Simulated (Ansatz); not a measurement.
C2H9GaSe, SMILES `[CH3][GaH-]([CH3])[SeH2+]`. Total charge 0; spin multiplicity 1. All single points use the PBE0-D4/def2-TZVP geometry. It is one conformer, not always the lowest.

```xyz
13

C     0.903   -1.634   -0.740
Ga    0.352    0.271   -0.659
C    -1.570    0.720   -0.439
Se    1.201    0.745    1.945
H     0.710   -2.023   -1.744
H     0.338   -2.254   -0.039
H     1.969   -1.765   -0.540
H     1.329    1.376   -1.241
H    -2.080    0.619   -1.402
H    -2.066    0.046    0.264
H    -1.718    1.748   -0.100
H     0.555    2.058    2.062
H     0.079    0.092    2.632
```

Problem. What is the dipole moment at B3LYP/def2-TZVPP? (Estimate.)

Solution. Computed: 2.68 D, with components (-0.24, 0.36, 2.65) D in this frame, pointing from negative to positive charge.

Problem. And with PBE, r2SCAN, ωB97M-V? (Best estimate.)

Solution. Computed: PBE 2.69 D, r2SCAN 2.76 D, ωB97M-V 2.66 D.

Problem. Give the Mulliken charges with B3LYP, PBE, r2SCAN in def2-TZVPP. (Estimate.)

Solution. The calculation gave: 
```tsv
atom	B3LYP	PBE	r2SCAN
C1	-0.40	-0.39	-0.33
Ga2	0.26	0.18	0.25
C3	-0.39	-0.38	-0.32
Se4	-0.02	-0.02	-0.03
H5	0.08	0.09	0.06
H6	0.08	0.08	0.06
H7	0.09	0.09	0.06
H8	-0.10	-0.08	-0.10
H9	0.09	0.09	0.07
H10	0.08	0.08	0.05
H11	0.08	0.08	0.06
H12	0.08	0.09	0.09
H13	0.08	0.08	0.09
```

B3LYP here is the variant with VWN-RPA as its local correlation; programs differ in this.
